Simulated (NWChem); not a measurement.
# AlBr$_{3}$; SMILES [Br][Al]([Br])[Br]

```xyz
4

Al     0.0000     0.0000     0.0000
Br    -2.2239    -0.3396     0.0000
Br     0.8179     2.0958     0.0000
Br     1.4061    -1.7562     0.0000
```
Atoms are numbered in this order, from 1.

All runs: NWChem. Structure relaxed at the B3LYP/6-31G* (spherical d) level. Total energies of different functionals are on different scales.

```tsv
level	energy (Ha)	highest occupied level (eV)	orbital gap (eV)
B3LYP/def2-TZVP	-7965.2153	-8.36	6.41
PBE/def2-TZVP	-7963.8149	-7.37	4.84
B3PW91/def2-TZVP	-7965.1154	-8.44	6.55
PW6B95/def2-TZVP	-7968.7377	-8.69	6.96
PBE0/def2-TZVP	-7964.1083	-8.65	6.93
LC-wPBE (HJS exchange hole, range parameter 0.4 per bohr)/def2-TZVP	-7964.0286	-11.39	11.83
BLYP/def2-TZVP	-7965.1891	-7.17	4.74
BP86/def2-TZVP	-7965.9492	___	4.84
LDA (Slater exchange, VWN5)/def2-TZVP	-7953.4405	-7.54	4.70
B97-2/def2-TZVP	-7967.1510	-8.39	6.69
```

Problem. What belongs in the gaps?

Solution. 
- BP86/def2-TZVP, highest occupied level (eV): -7.48
